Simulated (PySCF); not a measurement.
C3H5O3, SMILES [CH2]OC(=O)OC, multiplicity 2. Atoms are numbered in the order given.

```xyz
11

C      2.3544    -0.0375     0.0626
O      1.1426    -0.0379     0.6773
C      0.0472     0.0038    -0.0975
O      0.0387     0.0676    -1.2949
O     -1.0112    -0.0358     0.6965
C     -2.2632     0.0041     0.0353
H      3.1916     0.0537     0.7498
H      2.3857     0.1308    -1.0132
H     -2.3743    -0.8521    -0.6462
H     -3.0244    -0.0379     0.8225
H     -2.3701     0.9314    -0.5468
```
Charge 0, spin multiplicity 2.

Coordinates come from a PBE0-D3(BJ)/def2-SVP optimisation. The isomer is the one that the SMILES or the coordinates give; other isomers of the formula were not compared.

Computed with PySCF with PBE/def2-TZVP.

| Quantity | Result |
|---|---|
| total energy | -342.70095 hartree |
| α spin, highest occupied and lowest empty level | -4.51 and -0.19 eV |
| β spin, highest occupied and lowest empty level | -6.97 and -2.63 eV |
| dipole moment | 0.237 e·Å |
| quadrupole, principal values (traceless, Buckingham form, about the centre of nuclear charge) | -8.69, -2.46, 11.16 D·Å |
| mean static polarisability | 50.0 bohr³ (7.41 Å³) |
| polarisability, principal values | 35.2, 44.3, 70.5 bohr³ |
| ⟨S²⟩ | 0.753 (pure state 0.75) |
